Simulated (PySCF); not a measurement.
A series of related molecules.

All values: PBE0/pcSseg-1 (PySCF) at GFN2-xTB geometries, gas phase, one conformer each.

(1) Rank by dipole moment, lowest first.
A. `[CH3:1][C:2]#[C:3][SiH2:4][C:5]#[C:6][C@@H:7]([F:8])[SiH2:9][CH3:10]` with C6–C7–Si9–C10 -50°
B. `[CH3:1][SiH2:2][C@H:3]([F:4])[C:5]#[C:6][SiH2:7][S:8][SiH3:9]` with C1–Si2–C3–F4 69°, C6–Si7–S8–Si9 -172°
C. `[CH3:1][SiH2:2][C@H:3]([F:4])[C:5]#[C:6][SiH2:7][O:8][CH:9]=[O:10]` with C1–Si2–C3–F4 -177°, C6–Si7–O8–C9 -178°, Si7–O8–C9–O10 1°
D. `[CH3:1][SiH2:2][C@H:3]([F:4])[C:5]#[C:6][SiH2:7][OH:8]` with C1–Si2–C3–F4 179°, C6–Si7–O8–H -50°
E. `[CH3:1][NH:2][SiH2:3][C:4]#[C:5][C@H:6]([F:7])[SiH2:8][CH3:9]` with C1–N2–Si3–C4 -64°, C5–C6–Si8–C9 53°
F. `[CH3:1][SiH2:2][C@H:3]([F:4])[C:5]#[C:6][SiH2:7][C:8]([CH3:9])=[O:10]` with C1–Si2–C3–F4 66°, C6–Si7–C8–C9 43°

(2) Rank by the lowest Hirshfeld charge on any atom, highest value first.
A. `C[SiH2][C@H](F)C#C[SiH2]O`
B. `C[SiH2][C@H](F)C#C[SiH2]S[SiH3]`
C. `CN[SiH2]C#C[C@H](F)[SiH2]C`
D. `C[SiH2][C@H](F)C#C[SiH2]C(C)=O`
E. `C[SiH2][C@H](F)C#C[SiH2]OC=O`

(3) Rank by HOMO–LUMO gap, highest first.
A. `C[SiH2][C@H](F)C#C[SiH2]OC=O`
B. `C[SiH2][C@H](F)C#C[SiH3]`
C. `C[SiH2][C@H](F)C#C[SiH2]SC`
D. `C[SiH2][C@@H](F)C#C[SiH2]C=O`
E. `C[SiH2][C@@H](F)C#C[SiH2]C(Cl)Cl`
F. `CN[SiH2]C#C[C@H](F)[SiH2]C`

## Answers

(1) E (0.90 D), B (1.33 D), D (1.82 D), F (2.48 D), A (3.12 D), C (3.27 D).

(2) B (-0.207 e), D (-0.225 e), C (-0.243 e), E (-0.255 e), A (-0.306 e).

(3) B (7.05 eV), A (6.89 eV), E (6.73 eV), F (6.50 eV), C (6.16 eV), D (5.43 eV).

All values together:

```json
{"SMILES": "C[SiH2][C@H](F)C#C[SiH3]", "change": "parent", "formula": "C4H9FSi2", "μ (D)": "2.37", "HOMO (eV)": "-7.59", "LUMO (eV)": "-0.53", "lowest IAO charge (e)": "-0.723 (C)", "highest IAO charge (e)": "+0.785 (Si)", "lowest Hirshfeld charge (e)": "-0.210 (C)", "highest Hirshfeld charge (e)": "+0.355 (Si)"}
{"SMILES": "C[SiH2][C@H](F)C#C[SiH2]SC", "change": "H on Si replaced by SCH3", "formula": "C5H11FSSi2", "μ (D)": "0.93", "HOMO (eV)": "-6.87", "LUMO (eV)": "-0.71", "lowest IAO charge (e)": "-0.715 (C)", "highest IAO charge (e)": "+0.782 (Si)", "lowest Hirshfeld charge (e)": "-0.208 (C)", "highest Hirshfeld charge (e)": "+0.356 (Si)"}
{"SMILES": "CN[SiH2]C#C[C@H](F)[SiH2]C", "change": "H on Si replaced by NHCH3", "formula": "C5H12FNSi2", "μ (D)": "0.90", "HOMO (eV)": "-6.86", "LUMO (eV)": "-0.37", "lowest IAO charge (e)": "-0.715 (C)", "highest IAO charge (e)": "+0.901 (Si)", "lowest Hirshfeld charge (e)": "-0.243 (N)", "highest Hirshfeld charge (e)": "+0.379 (Si)"}
{"SMILES": "C[SiH2][C@@H](F)C#C[SiH2]C=O", "change": "H on Si replaced by CHO", "formula": "C5H9FOSi2", "μ (D)": "3.26", "HOMO (eV)": "-7.00", "LUMO (eV)": "-1.57", "lowest IAO charge (e)": "-0.723 (C)", "highest IAO charge (e)": "+0.785 (Si)", "lowest Hirshfeld charge (e)": "-0.209 (C/O)", "highest Hirshfeld charge (e)": "+0.361 (Si)"}
{"SMILES": "C[SiH2][C@H](F)C#C[SiH2]C(C)=O", "change": "H on Si replaced by COCH3", "formula": "C6H11FOSi2", "μ (D)": "2.48", "HOMO (eV)": "-6.84", "LUMO (eV)": "-1.20", "lowest IAO charge (e)": "-0.715 (C)", "highest IAO charge (e)": "+0.782 (Si)", "lowest Hirshfeld charge (e)": "-0.225 (O)", "highest Hirshfeld charge (e)": "+0.356 (Si)"}
{"SMILES": "CC#C[SiH2]C#C[C@@H](F)[SiH2]C", "change": "H on Si replaced by propynyl", "formula": "C7H11FSi2", "μ (D)": "3.12", "HOMO (eV)": "-7.48", "LUMO (eV)": "-0.51", "lowest IAO charge (e)": "-0.715 (C)", "highest IAO charge (e)": "+0.811 (Si)", "lowest Hirshfeld charge (e)": "-0.209 (C)", "highest Hirshfeld charge (e)": "+0.374 (Si)"}
{"SMILES": "C[SiH2][C@H](F)C#C[SiH2]O", "change": "H on Si replaced by OH", "formula": "C4H9FOSi2", "μ (D)": "1.82", "HOMO (eV)": "-7.68", "LUMO (eV)": "-0.84", "lowest IAO charge (e)": "-0.788 (O)", "highest IAO charge (e)": "+1.039 (Si)", "lowest Hirshfeld charge (e)": "-0.306 (O)", "highest Hirshfeld charge (e)": "+0.417 (Si)"}
{"SMILES": "C[SiH2][C@H](F)C#C[SiH2]P", "change": "H on Si replaced by PH2", "formula": "C4H10FPSi2", "μ (D)": "1.80", "HOMO (eV)": "-7.61", "LUMO (eV)": "-0.74", "lowest IAO charge (e)": "-0.722 (C)", "highest IAO charge (e)": "+0.784 (Si)", "lowest Hirshfeld charge (e)": "-0.209 (C)", "highest Hirshfeld charge (e)": "+0.356 (Si)"}
{"SMILES": "C[SiH2][C@H](F)C#C[SiH2]S[SiH3]", "change": "H on Si replaced by SSiH3", "formula": "C4H11FSSi3", "μ (D)": "1.33", "HOMO (eV)": "-7.37", "LUMO (eV)": "-0.95", "lowest IAO charge (e)": "-0.715 (C)", "highest IAO charge (e)": "+0.783 (Si)", "lowest Hirshfeld charge (e)": "-0.207 (C)", "highest Hirshfeld charge (e)": "+0.357 (Si)"}
{"SMILES": "C[SiH2][C@H](F)C#C[SiH2]OC=O", "change": "H on Si replaced by OCHO", "formula": "C5H9FO2Si2", "μ (D)": "3.27", "HOMO (eV)": "-7.86", "LUMO (eV)": "-0.97", "lowest IAO charge (e)": "-0.723 (C)", "highest IAO charge (e)": "+1.006 (Si)", "lowest Hirshfeld charge (e)": "-0.255 (O)", "highest Hirshfeld charge (e)": "+0.430 (Si)"}
{"SMILES": "C[SiH2][C@@H](F)C#C[SiH2]C(Cl)Cl", "change": "H on Si replaced by CHCl2", "formula": "C5H9Cl2FSi2", "μ (D)": "1.90", "HOMO (eV)": "-7.79", "LUMO (eV)": "-1.06", "lowest IAO charge (e)": "-0.715 (C)", "highest IAO charge (e)": "+0.801 (Si)", "lowest Hirshfeld charge (e)": "-0.209 (C)", "highest Hirshfeld charge (e)": "+0.356 (Si)"}
```

Conformers: `[CH3:1][SiH2:2][C@H:3]([F:4])[C:5]#[C:6][SiH3:7]` with C1–Si2–C3–F4 180°; `[CH3:1][SiH2:2][C@H:3]([F:4])[C:5]#[C:6][SiH2:7][S:8][CH3:9]` with C1–Si2–C3–F4 72°, C6–Si7–S8–C9 57°; `[CH3:1][NH:2][SiH2:3][C:4]#[C:5][C@H:6]([F:7])[SiH2:8][CH3:9]` with C1–N2–Si3–C4 -64°, C5–C6–Si8–C9 53°; `[CH3:1][SiH2:2][C@@H:3]([F:4])[C:5]#[C:6][SiH2:7][CH:8]=[O:9]` with C1–Si2–C3–F4 180°, C6–Si7–C8–O9 126°; `[CH3:1][SiH2:2][C@H:3]([F:4])[C:5]#[C:6][SiH2:7][C:8]([CH3:9])=[O:10]` with C1–Si2–C3–F4 66°, C6–Si7–C8–C9 43°; `[CH3:1][C:2]#[C:3][SiH2:4][C:5]#[C:6][C@@H:7]([F:8])[SiH2:9][CH3:10]` with C6–C7–Si9–C10 -50°; `[CH3:1][SiH2:2][C@H:3]([F:4])[C:5]#[C:6][SiH2:7][OH:8]` with C1–Si2–C3–F4 179°, C6–Si7–O8–H -50°; `[CH3:1][SiH2:2][C@H:3]([F:4])[C:5]#[C:6][SiH2:7][PH2:8]` with C1–Si2–C3–F4 175°, C6–Si7–P8–H -167° and -74°; `[CH3:1][SiH2:2][C@H:3]([F:4])[C:5]#[C:6][SiH2:7][S:8][SiH3:9]` with C1–Si2–C3–F4 69°, C6–Si7–S8–Si9 -172°; `[CH3:1][SiH2:2][C@H:3]([F:4])[C:5]#[C:6][SiH2:7][O:8][CH:9]=[O:10]` with C1–Si2–C3–F4 -177°, C6–Si7–O8–C9 -178°, Si7–O8–C9–O10 1°; `[CH3:1][SiH2:2][C@@H:3]([F:4])[C:5]#[C:6][SiH2:7][CH:8]([Cl:9])[Cl:10]` with C1–Si2–C3–F4 -63°, C6–Si7–C8–Cl9 58°.

Give the shifts from the parent, `C[SiH2][C@H](F)C#C[SiH3]`.

```tsv
SMILES	change in μ (D)	change in HOMO (eV)	change in LUMO (eV)
C[SiH2][C@H](F)C#C[SiH2]SC	-1.44	+0.72	-0.18
CN[SiH2]C#C[C@H](F)[SiH2]C	-1.47	+0.73	+0.16
C[SiH2][C@@H](F)C#C[SiH2]C=O	+0.89	+0.59	-1.04
C[SiH2][C@H](F)C#C[SiH2]C(C)=O	+0.11	+0.75	-0.67
CC#C[SiH2]C#C[C@@H](F)[SiH2]C	+0.75	+0.11	+0.02
C[SiH2][C@H](F)C#C[SiH2]O	-0.55	-0.09	-0.31
C[SiH2][C@H](F)C#C[SiH2]P	-0.57	-0.02	-0.21
C[SiH2][C@H](F)C#C[SiH2]S[SiH3]	-1.04	+0.22	-0.42
C[SiH2][C@H](F)C#C[SiH2]OC=O	+0.90	-0.27	-0.44
C[SiH2][C@@H](F)C#C[SiH2]C(Cl)Cl	-0.47	-0.20	-0.53
```
